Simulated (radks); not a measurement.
The numbers below are computed, except where a source is named.
The mean radii <r> (bohr) of the occupied orbitals of an atom or ion are listed with their occupations. Code: a radial shooting solver on a logarithmic mesh with Libxc functionals. Model: scalar-relativistic Kohn-Sham, BLYP, spin-unpolarised, spherical densities, finite nucleus; Fermi nuclear charge, rms radius of each element as measured or else 0.836 A^(1/3) + 0.57 fm.

orbital  occ.      <r>
1s          2  0.01804
2s          2  0.07622
2p          6  0.06834
3s          2   0.1975
3p          6   0.1979
3d         10   0.1792
4s          2   0.4406
4p          6   0.4686
4d         10   0.5000
5s          2    1.031
5p          6    1.193
4f         14   0.5794
5d          3    1.732
6s          2    2.770
6p          2    3.860

Name the element and its charge.

Answer. Z = 75, rhenium, charge 0: Re in [Xe] 4f14 5d3 6s2 6p2. The 1s radius gives Z: for a bare nucleus <r> = (2 gamma + 1)/(2Z) with gamma = sqrt(1 - (Z/c)^2), 0.01783 bohr for Z = 75, and screening makes it slightly larger (0.01804 here). The occupations add up to 75, and the charge is Z minus that.
